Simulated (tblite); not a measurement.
Compound: C4H6F4.
Atom-mapped SMILES: `[CH3:1][CH:2]([CH:3]([F:4])[F:5])[CH:6]([F:7])[F:8]` (hydrogens: H9, H10, H11 on C1; H12 on C2; H13 on C3; H14 on C6)

Cartesian coordinates in Å at the GFN2-xTB level; atoms count from 1:
```xyz
14
C4H6F4 angstrom
C     -0.816    1.064   -0.601
C     -0.151   -0.274   -0.284
C      1.372   -0.178   -0.404
F      1.724    0.174   -1.660
F      1.855    0.789    0.413
C     -0.504   -0.728    1.132
F      0.085   -1.917    1.413
F     -1.834   -0.931    1.244
H     -1.894    0.978   -0.496
H     -0.454    1.835    0.075
H     -0.582    1.357   -1.621
H     -0.491   -1.045   -0.984
H      1.889   -1.117   -0.156
H     -0.201   -0.008    1.907
```

Level: GFN2-xTB in tblite, geometry and Hessian alike; calculated harmonic values, unscaled, isolated species. This tight-binding method is rough: wavenumbers can miss measured ones by several per cent, in bad cases by 10 to 20. One conformer, not necessarily the lowest.

Harmonic wavenumbers (cm⁻¹): 65.8, 71.2, 152.2, 204.3, 234.5, 240.6, 326.3, 417.5, 461.8, 491.1, 534.5, 676.3, 882.2, 938.0, 998.3, 1032.4, 1062.6, 1087.4, 1112.5, 1129.9, 1143.0, 1224.3, 1262.3, 1271.4, 1279.7, 1293.0, 1324.5, 1414.4, 1482.8, 1484.2, 2902.5, 2903.8, 2962.7, 3048.0, 3057.6, 3059.4.

A = 3153, B = 1349, C = 1146 MHz; mass 130.041 u (most abundant isotopes); point group C1, symmetry number 1.

Problem. Zero-point energy?

Solution. ½Σν̃ = 21616 cm⁻¹ = 258.59 kJ/mol.

Problem. What is S at 273.15 K and 1 bar for an ideal gas of classical rigid rotors and harmonic oscillators?

Solution. Translation 167.75, rotation 118.48, vibration 85.07: S = 371.3 J/(mol K).

Problem. And Cp and H(273.15 K) − H(0)?

Solution. Cp = 122.80 J/(mol K), of which vibrations give 89.54 (their classical limit is 36 R = 299.3); H(273.15 K) − H(0) = 21.64 kJ/mol without the zero-point energy, 12.56 from vibrations.

Problem. What must be added to the electronic energy to get the Gibbs energy at 273.15 K and 1 bar?

Solution. ZPE + [H(273.15 K) − H(0)] − T·S = 258.59 + 21.64 − 101.42 = 178.81 kJ/mol.

Problem. Blend soft modes into free rotors: weight 1/[1 + (100 cm⁻¹/ν̃)⁴] for the oscillator and the rest for a rotor with moment μB/(μ + B), μ = h/(8π²ν), B = 10⁻⁴⁴ kg m². What vibrational entropy results?

Solution. 79.07 J/(mol K) in place of 85.07, which changes −T·S at 273.15 K by +1.64 kJ/mol.

Problem. How do the functions run with temperature in this model?

Solution. 
```
T (K)  S (J/(mol K))  Cp (J/(mol K))  H − H(0) (kJ/mol)  G − H(0) (kJ/mol)  ln q(vib)
  100          278.7            68.9               4.92             -22.94       1.19
  200          336.7           100.8              13.47             -53.86       3.21
  300          383.2           131.1              25.05             -89.91       5.24
  500          463.9           187.1              57.14            -174.82       9.21
  800          564.5           239.6             121.95            -329.65      14.84
 1000          620.4           261.2             172.16            -448.27      18.30
```

q(vib) and H(0) count from the zero-point level.

Hindered rotation and anharmonicity are outside this model. Other conformers, if any are populated, would add a mixing term that is left out. The structure is chiral; the term R ln 2 for an equal mix with its mirror image is left out.
